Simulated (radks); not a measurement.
All-electron atom: Os in [Xe] 4f14 5d6 6s2. Method: scalar-relativistic Kohn-Sham, PBEsol, spin-unpolarised, spherical densities, point nucleus; computed with a radial shooting solver on a logarithmic mesh with Libxc functionals.

Local quantities along the radius. ELF = 1/(1 + alpha^2) is the electron localisation function; alpha = (tau - tau_W)/tau_unif compares the Pauli kinetic energy density with that of the uniform gas; -r V(r) is the screened charge that the Kohn-Sham potential presents (atomic units); s = |grad rho|/(2 (3 pi^2)^(1/3) rho^(4/3)) is the reduced gradient; r v_xc is r times the local exchange-correlation potential (hartree bohr). tau is taken from the large components.

| r (bohr) | ELF | alpha | -r V(r) | s | r v_xc |
|---|---|---|---|---|---|
| 0.001473 | 0.999 | 0.02551 | 75.32 | 0.7473 | -0.1455 |
| 0.002029 | 0.999 | 0.02919 | 75.05 | 0.6666 | -0.1784 |
| 0.002794 | 0.999 | 0.03539 | 74.68 | 0.6162 | -0.2200 |
| 0.003879 | 0.998 | 0.04661 | 74.16 | 0.5919 | -0.2719 |
| 0.005342 | 0.995 | 0.06732 | 73.46 | 0.5932 | -0.3300 |
| 0.007356 | 0.988 | 0.1102 | 72.54 | 0.6194 | -0.3913 |
| 0.01013 | 0.958 | 0.2097 | 71.32 | 0.6690 | -0.4487 |
| 0.01395 | 0.824 | 0.4617 | 69.74 | 0.7223 | -0.4931 |
| 0.01921 | 0.493 | 1.015 | 67.69 | 0.6918 | -0.5219 |
| 0.02646 | 0.332 | 1.417 | 65.10 | 0.4642 | -0.5660 |
| 0.03644 | 0.528 | 0.9454 | 61.91 | 0.2838 | -0.6917 |
| 0.05018 | 0.736 | 0.5991 | 58.00 | 0.3433 | -0.8347 |
| 0.0691 | 0.624 | 0.7769 | 53.30 | 0.4725 | -0.8979 |
| 0.09516 | 0.348 | 1.370 | 47.84 | 0.3696 | -0.9120 |
| 0.1321 | 0.581 | 0.8497 | 41.61 | 0.2158 | -1.103 |
| 0.1819 | 0.702 | 0.6523 | 35.05 | 0.4102 | -1.219 |
| 0.2505 | 0.302 | 1.518 | 28.23 | 0.4530 | -1.106 |
| 0.345 | 0.531 | 0.9394 | 21.55 | 0.1582 | -1.303 |
| 0.4751 | 0.704 | 0.6490 | 15.38 | 0.3759 | -1.450 |
| 0.6543 | 0.421 | 1.173 | 10.46 | 0.5827 | -1.270 |
| 0.901 | 0.411 | 1.198 | 6.889 | 0.4667 | -1.178 |
| 1.241 | 0.591 | 0.8315 | 4.332 | 0.5826 | -1.160 |
| 1.709 | 0.395 | 1.238 | 2.583 | 0.7837 | -1.016 |
| 2.353 | 0.328 | 1.433 | 1.552 | 0.8796 | -0.9023 |
| 3.267 | 0.402 | 1.219 | 0.9735 | 1.282 | -0.7865 |
| 4.499 | 0.304 | 1.514 | 0.5772 | 2.472 | -0.5438 |
| 6.195 | 0.084 | 3.310 | 0.3703 | 5.938 | -0.3672 |
| 8.532 | 0.005 | 14.62 | 0.1865 | 19.80 | -0.1864 |

On this mesh the ELF has minima near r = 0.026, 0.095, 0.25, 0.77, 2.0 bohr, which separate the shells, and maxima near 0.050 (0.74), 0.16 (0.71), 0.48 (0.70), 1.2 (0.59), 3.3 (0.40).

Self-consistent cycle (total energy in hartree, residual of the potential): 1: -17242.55739, 8e+00; 2: -17248.17581, 3e+00; 3: -17248.93872, 8e-01; 4: -17248.87743, 5e-01; 5: -17248.90587, 4e-02; 6: -17248.90869, 2e-02; 7: -17248.90893, 1e-02; 8: -17248.90897, 5e-04; 9: -17248.90897, 3e-04; 10: -17248.90897, 8e-06; 11: -17248.90897, 7e-06; 12: -17248.90897, 2e-06; 13: -17248.90897, 2e-08; 14: -17248.90897, 9e-09.
